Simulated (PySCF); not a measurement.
# How methods differ on the excitation energy of Ne+

Ne+ [He] 2s2 2p5 (2P) → Ne+ [He] 2s1 2p5 3s1 (4P), as a difference of total energies. All numbers are calculated (PySCF 2.14, the spin-free X2C one-electron Hamiltonian (Gaussian nucleus), in aug-cc-pVTZ-DK). Correlated levels: valence: 1s2 frozen. The calculations carry no spin-orbit coupling.

```tsv
method	excitation energy (cm⁻¹)
UHF	425070
MP2 (valence)	423290
SCS-MP2 (valence)	422290
CCSD (valence)	430090
CCSD(T) (valence)	427610
```

The upper state lies above the first ionisation limit, where it may autoionise and the basis confines it. A Rydberg-like electron needs more diffuse functions than a valence basis has.

The promoted electron is Rydberg-like, and one or two diffuse shells describe it only roughly, which tends to raise the upper state.

The coupled-cluster amplitudes are large for the upper state (T1 above 0.03 or a double amplitude above 0.15), so a single reference is strained.
